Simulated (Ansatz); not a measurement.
A nudged elastic band was laid between two geometries of C$_{3}$H$_{10}$O$_{2}$Si (16 atoms, charge 0, multiplicity 1).

Level of theory: RHF/6-31G* (Ansatz).

```yaml
movable_images: 9
climbing_image: yes
spring: 5.0 eV/Å²
optimiser: quadratic models (default)
start_path: IDPP
force_threshold: 0.5 eV/Å
iteration_limit: 60
end_points: relaxed
```

Initial state:

```xyz
16
Properties=species:S:1:pos:R:3
C 0.636 -1.585 1.416
C 0.723 -1.513 -0.107
C 0.700 -0.092 -0.644
O -0.523 0.523 -0.317
Si -0.962 2.051 -0.710
O -2.477 2.271 -0.132
H -0.282 -1.134 1.773
H 0.659 -2.615 1.757
H 1.468 -1.064 1.880
H -0.102 -2.062 -0.552
H 1.640 -1.988 -0.448
H 1.523 0.479 -0.221
H 0.827 -0.103 -1.724
H -0.948 2.231 -2.173
H -0.036 3.023 -0.103
H -2.867 1.555 0.350
```

Final state:

```xyz
16
Properties=species:S:1:pos:R:3
C 0.275 -1.928 1.078
C 0.847 -1.262 -0.172
C 1.019 0.244 -0.025
O -0.203 0.891 0.236
Si -1.247 1.559 -0.829
O -2.015 2.806 -0.097
H -0.702 -1.527 1.321
H 0.174 -2.999 0.932
H 0.923 -1.770 1.935
H 0.205 -1.465 -1.026
H 1.820 -1.688 -0.407
H 1.679 0.463 0.807
H 1.476 0.656 -0.922
H -2.299 0.626 -1.252
H -0.467 2.001 -2.003
H -1.508 3.371 0.469
```

Q: What changes between the two ends?

A: No bond is made or broken. The dihedral H13–C3–O4–Si5 goes from -59 to 30°.

Q: What energy profile does the band end with?

A: The forces met the threshold. The highest image is number 5 of 0 to 10, 0.7 kcal/mol above the first end and 0.5 kcal/mol above the last; the last end lies 0.2 kcal/mol above the first. The threshold of 0.5 eV/Å is loose, so the images may lie well off the minimum-energy path. The order of the stationary point at the top wasn't checked.

```json
{"image": "0", "path coordinate (Å)": "0.00", "energy (kcal/mol)": "0.0", "dihedral H13–C3–O4–Si5 (°)": "-59"}
{"image": "1", "path coordinate (Å)": "0.53", "energy (kcal/mol)": "0.1", "dihedral H13–C3–O4–Si5 (°)": "-51"}
{"image": "2", "path coordinate (Å)": "1.05", "energy (kcal/mol)": "0.3", "dihedral H13–C3–O4–Si5 (°)": "-43"}
{"image": "3", "path coordinate (Å)": "1.58", "energy (kcal/mol)": "0.5", "dihedral H13–C3–O4–Si5 (°)": "-34"}
{"image": "4", "path coordinate (Å)": "2.10", "energy (kcal/mol)": "0.7", "dihedral H13–C3–O4–Si5 (°)": "-24"}
{"image": "5", "path coordinate (Å)": "2.63", "energy (kcal/mol)": "0.7", "dihedral H13–C3–O4–Si5 (°)": "-15"}
{"image": "6", "path coordinate (Å)": "3.15", "energy (kcal/mol)": "0.7", "dihedral H13–C3–O4–Si5 (°)": "-5"}
{"image": "7", "path coordinate (Å)": "3.67", "energy (kcal/mol)": "0.6", "dihedral H13–C3–O4–Si5 (°)": "4"}
{"image": "8", "path coordinate (Å)": "4.20", "energy (kcal/mol)": "0.4", "dihedral H13–C3–O4–Si5 (°)": "13"}
{"image": "9", "path coordinate (Å)": "4.72", "energy (kcal/mol)": "0.3", "dihedral H13–C3–O4–Si5 (°)": "22"}
{"image": "10", "path coordinate (Å)": "5.24", "energy (kcal/mol)": "0.2", "dihedral H13–C3–O4–Si5 (°)": "30"}
```

Q: What is the geometry of the highest image?

A: 
```xyz
16
Properties=species:S:1:pos:R:3
C 0.400 -1.906 1.171
C 0.797 -1.396 -0.213
C 0.876 0.120 -0.260
O -0.383 0.700 0.002
Si -1.068 1.923 -0.838
O -2.327 2.471 0.061
H -0.573 -1.532 1.468
H 0.359 -2.990 1.165
H 1.121 -1.607 1.928
H 0.083 -1.737 -0.958
H 1.769 -1.794 -0.498
H 1.593 0.489 0.466
H 1.226 0.412 -1.246
H -1.573 1.461 -2.140
H -0.058 2.974 -1.067
H -2.266 2.387 1.003
```

Time of the run: 73 s on 2 threads of Arm Neoverse V1 (shared host), peak memory 0.26 GiB.
